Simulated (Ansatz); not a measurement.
Consider the cleavage of the Al–Si bond: `N[SiH2][Al]([OH])[Cl]` + H–F → `[OH][Al]([F])[Cl]` + `N[SiH3]`.

Program: Ansatz. Geometries: PBE0-D4/def2-TZVP. ΔE: electronic, gas phase. CBS: MP2 limit from def2 TZ/QZ plus the TZ coupled-cluster correction, frozen cores. This one scheme is used for every species. DFT in def2-TZVPP. One conformer a species, not always the lowest.

CCSD(T)/CBS gives -175.6 kJ/mol.

(1) Another level gave -184.5 kJ/mol. Which?
A. MP2/def2-TZVPP
B. PBE0/def2-TZVPP
C. PBE/def2-TZVPP
D. SCS-MP2/def2-TZVPP

Largest T1 diagnostic among the species: 0.012.

Answers

(1) A. MP2/def2-TZVPP -184.5, SCS-MP2/def2-TZVPP -188.9, PBE -155.0, PBE0 -161.6 kJ/mol.

The D4 term adds +7.0 kJ/mol with B3LYP and +4.4 kJ/mol with PBE0; it sums over pairs of atoms, weighted by their polarisabilities, and B3LYP, whose exchange is more repulsive, gets the larger term. From PBE to PBE0 (25 % exact exchange), in def2-TZVPP and without D4, ΔE moves by −6.7 kJ/mol.

B3LYP here is the variant with VWN-RPA as its local correlation; programs differ in this.
